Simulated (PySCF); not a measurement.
**From computed data to an observable: entropy of an ideal gas**

Al(H)2(OMe) (CH₅AlO), SMILES C[O][AlH2].

The structure is a stationary point at B3LYP-D3(BJ)/def2-TZVP.

B3LYP-D3(BJ)/def2-TZVP in PySCF 2.14.0 gives the harmonic wavenumbers 114, 156, 206, 557, 614, 696, 798, 1158, 1190, 1211, 1490, 1499, 1507, 1933, 1970, 2989, 3046, 3060 cm⁻¹ and the rotational temperatures 2.2427, 0.2526, 0.2339 K. The molar mass is 60.03 g/mol, the symmetry number 1, the spin multiplicity 1.

Question: Work out the entropy at 298.15 K and 1 atm in the rigid-rotor, harmonic-oscillator model.

Answer: 
Translation (Sackur–Tetrode at 1 atm): S = R[1.5 ln M + 2.5 ln T − 1.16487] = 159.8 J/(mol K).
Rotation: q = (√π/σ) T^1.5/√(θA θB θC) = 25100, S = R[ln q + 3/2] = 96.7 J/(mol K).
Vibration: with u = 1.4388 ν/T, each mode gives R[u/(e^u − 1) − ln(1 − e^−u)]:
| ν (cm⁻¹) | modes | u | S (J/(mol K)) |
|---|---|---|---|
| 114 | 1 | 0.55 | 13.39 |
| 156 | 1 | 0.75 | 10.87 |
| 206 | 1 | 0.99 | 8.70 |
| 557 | 1 | 2.69 | 2.22 |
| 614 | 1 | 2.96 | 1.78 |
| 696 | 1 | 3.36 | 1.30 |
| 798 | 1 | 3.85 | 0.87 |
| 1158 | 1 | 5.59 | 0.21 |
| 1190 | 1 | 5.74 | 0.18 |
| 1211 | 1 | 5.84 | 0.17 |
| 1490 | 1 | 7.19 | 0.05 |
| 1499 | 1 | 7.23 | 0.05 |
| 1507 | 1 | 7.27 | 0.05 |
| 1933 | 1 | 9.33 | 0.01 |
| 1970 | 1 | 9.51 | 0.01 |
The stiffer modes add less than 0.005 each. Sum 39.8 J/(mol K).
Spin: R ln 1 = 0.0 J/(mol K).
Total 296.4 J/(mol K); the program's own thermochemistry gives 296.3. Translation makes up 54 % and vibration 13 %. Anharmonicity, hindered rotation and orbital degeneracy are left out.
